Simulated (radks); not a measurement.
Br III, 33 electrons, occupied as [Ar] 3d10 4p3 4d2 (not the ground configuration).

Method: scalar-relativistic Kohn-Sham, exchange-only PBE, spin-polarised, spherical densities, finite nucleus; open shells are filled with parallel spins first; Fermi nuclear charge, rms radius 4.1629 fm; computed with a radial shooting solver on a logarithmic mesh with Libxc functionals.

Energy parts (eV):
total: -70787.877
kinetic: 72359.779
electron-nucleus: -169737.977
Hartree: 29029.797
exchange: -2439.476

Orbitals (lengths in bohr, moments of r in powers of bohr; r(90%) holds 90 % of the orbital's charge):
| orbital | occ. | eigenvalue (eV) | <r^2> | r(90%) |
|---|---|---|---|---|
| 1s up | 1 | -13352.70 | 0.002461 | 0.0764 |
| 1s down | 1 | -13352.45 | 0.002461 | 0.0764 |
| 2s up | 1 | -1765.601 | 0.04236 | 0.293 |
| 2s down | 1 | -1765.345 | 0.04236 | 0.293 |
| 2p up | 3 | -1561.343 | 0.03349 | 0.270 |
| 2p down | 3 | -1561.012 | 0.03349 | 0.270 |
| 3s up | 1 | -270.2022 | 0.3497 | 0.821 |
| 3s down | 1 | -269.6902 | 0.3488 | 0.820 |
| 3p up | 3 | -205.6860 | 0.3724 | 0.861 |
| 3p down | 3 | -205.1008 | 0.3706 | 0.858 |
| 3d up | 5 | -98.8887 | 0.4286 | 0.969 |
| 3d down | 5 | -98.0955 | 0.4189 | 0.957 |
| 4s up | 0 | -48.7276 | 2.699 | 2.25 |
| 4s down | 0 | -42.6861 | 2.594 | 2.21 |
| 4p up | 3 | -34.3730 | 3.529 | 2.60 |
| 4p down | 0 | -27.7989 | 3.474 | 2.59 |
| 4d up | 2 | -15.3392 | 7.452 | 3.87 |
| 5p up | 0 | -10.6254 | 21.31 | 6.24 |

The highest occupied level is 4d up at -15.339 eV. The configuration is held as typed, so some empty levels lie below it. Summed over all electrons, <r^2> = 32.94 bohr^2, which gives a Langevin (diamagnetic) susceptibility term of -26.1 x 10^-6 cm^3/mol. The density falls to 0.001 e/bohr^3 at r = 4.11 bohr.

Run on one thread of a shared host, so times are rough (Arm Neoverse N1): 0.24 s of CPU time, 0.24 s wall, 18 iterations on 2254 mesh points.
